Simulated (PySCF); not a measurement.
SiOF₂, SMILES F[Si](F)=O. Atoms are numbered in the order given.

```xyz
4

Si     0.0000     0.0000     0.1307
O      0.0000     0.0000     1.6353
F      0.0000     1.2436    -0.8284
F      0.0000    -1.2436    -0.8284
```
Charge 0, spin multiplicity 1.

Geometry: B3LYP-D3(BJ)/def2-TZVP.

These are TDDFT-B3LYP/def2-SVPD in PySCF 2.14.0 values and carry that method's errors.

Vertical excitations. The molecule is in vacuum. State labels are in the subgroup C2v.

Problem. Estimate the UV-visible absorptions. (An estimate is asked for; the answer gives what the named calculation found.)

Solution. 
```
state  symmetry  energy (eV)  λ (nm)      f                                              main pairs
-----  --------  -----------  ------  -----  ------------------------------------------------------
S1           B2         5.26     236  0.019                                          HOMO→LUMO 99 %
S2           B1         5.72     217  0.044                                        HOMO−1→LUMO 99 %
S3           A2         6.42     193  0.000                                       HOMO→LUMO+1 100 %
S4           A1         7.00     177  0.006                    HOMO−2→LUMO 61 %, HOMO−1→LUMO+1 38 %
S5           A1         8.20     151  0.180  HOMO−1→LUMO+1 49 %, HOMO−2→LUMO 32 %, HOMO→LUMO+3 13 %
S6           B1         8.45     147  0.022                                      HOMO−2→LUMO+1 98 %
S7           B2         9.26     134  0.022                                        HOMO−3→LUMO 99 %
S8           A2         9.60     129  0.000                                        HOMO−4→LUMO 99 %
S9           B2         9.81     126  0.014                                        HOMO→LUMO+2 95 %
S10          A2        10.11     123  0.000                                      HOMO−1→LUMO+3 95 %
T1           B2         4.86     255      0                                          HOMO→LUMO 98 %
T2           B1         5.04     246      0                                        HOMO−1→LUMO 97 %
T3           A1         5.87     211      0                                      HOMO−1→LUMO+1 86 %
T4           A2         6.08     204      0                                        HOMO→LUMO+1 99 %
```
Triplets are in the Tamm–Dancoff approximation, which puts them higher than full response would, so one can lie above its singlet here.
